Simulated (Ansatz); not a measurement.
Start from `NB(F)[SiH3]` and change one atom or group to get `NB(F)Br`.

Ansatz, PBE0-D4/def2-TZVP geometries, multiplicity 1. Each molecule was computed in one conformer, which needn't be the lowest.

Scalar relativity is left out up to krypton.

```json
{"property": "LUMO energy (ωB97M-V/def2-TZVPP) / eV", "`NB(F)[SiH3]`": "1.76"}
{"property": "ideal-gas entropy at 298 K and 1 bar (rigid rotor, harmonic PBE0-D4/def2-TZVP) / J/(mol·K)", "`NB(F)[SiH3]`": "319"}
{"property": "HOMO–LUMO gap (PBE0/def2-TZVPP) / eV", "`NB(F)[SiH3]`": "8.16"}
{"property": "LUMO energy (B3LYP/def2-TZVPP) / eV", "`NB(F)[SiH3]`": "-0.37"}
{"property": "size of the dipole moment (ωB97M-V/def2-TZVPP) / D", "`NB(F)[SiH3]`": "2.50"}
{"property": "LUMO energy (PBE0/def2-TZVPP) / eV", "`NB(F)[SiH3]`": "-0.18"}
```

(1) Give the same properties after the change, and the shifts. (Estimate.)

Results:

(1) Computed: 
```csv
property,`NB(F)Br`,shift
LUMO energy (ωB97M-V/def2-TZVPP) / eV,1.93,0.17
"ideal-gas entropy at 298 K and 1 bar (rigid rotor, harmonic PBE0-D4/def2-TZVP) / J/(mol·K)",300,-19
HOMO–LUMO gap (PBE0/def2-TZVPP) / eV,8.90,0.74
LUMO energy (B3LYP/def2-TZVPP) / eV,0.26,0.63
size of the dipole moment (ωB97M-V/def2-TZVPP) / D,2.87,0.37
LUMO energy (PBE0/def2-TZVPP) / eV,0.62,0.80
```

With PBE0 the HOMO rises by 0.06 eV and the LUMO rises by 0.80 eV, so the gap widens by about 0.74 eV. PBE moves the HOMO by 0.05 eV and ωB97M-V by 0.00 eV. The zero-point energy changes by -62.4 kJ/mol with -9 modes. Dipoles are sizes alone; their direction can turn.

B3LYP here is the variant with VWN-RPA as its local correlation; programs differ in this.

Spin–orbit coupling is left out; it splits and shifts lone-pair levels of the heavy atoms by tenths of an eV.
